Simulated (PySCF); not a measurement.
Polarisability and C₆ of Ir (iridium, neutral)

[Xe] 4f14 5d7 6s2, high-spin 4F determinant. Computed with PySCF 2.14 in def2-QZVPPD with the def2 core potential (60 electrons) (7s5p4d4f2g, 88 functions), with scalar relativity through the core potential. Coupled (time-dependent) response in atomic units; α is the mean over directions.

| method | mean α (bohr³) | C₆ (like pair) | S(−4) |
| --- | --- | --- | --- |
| UHF | 63.94 | 708.1 | 2106 |
| PBE | 48.20 | 525.4 | 822.0 |
| PBE0 | 50.23 | 549.1 | 926.4 |

S(−4) is the Cauchy moment in α(ω) = α(0) + S(−4) ω² + …

Reference α: 54 ± 7 bohr³ (recommended; Schwerdtfeger and Nagle, table of static dipole polarizabilities (2023 update)). Published C₆: 522.0 (Gould and Bucko (2016)).

Spin-orbit coupling is absent.

Hartree-Fock lies above the reference because it lacks correlation, which contracts the outer shell.

α(iu) at PBE:

| u (hartree) | α(iu) (bohr³) |
| --- | --- |
| 0 | 48.20 |
| 0.0500 | 46.26 |
| 0.100 | 41.54 |
| 0.200 | 30.81 |
| 0.300 | 22.87 |
| 0.500 | 14.15 |
| 0.750 | 9.146 |
| 1.00 | 6.549 |
| 1.50 | 3.930 |
| 2.00 | 2.645 |
| 3.00 | 1.433 |
| 5.00 | 0.6060 |

A single London oscillator, α(iu) = α/(1 + u²/ω²), gives C₆ = (3/4) ω α². Matching the computed C₆ needs ω = 4 × 525.4 / (3 × 48.20²) = 0.302 hartree.

Energies and moments cover only the electrons outside the core potential. Spin-orbit coupling, absent here, splits the open shell strongly.
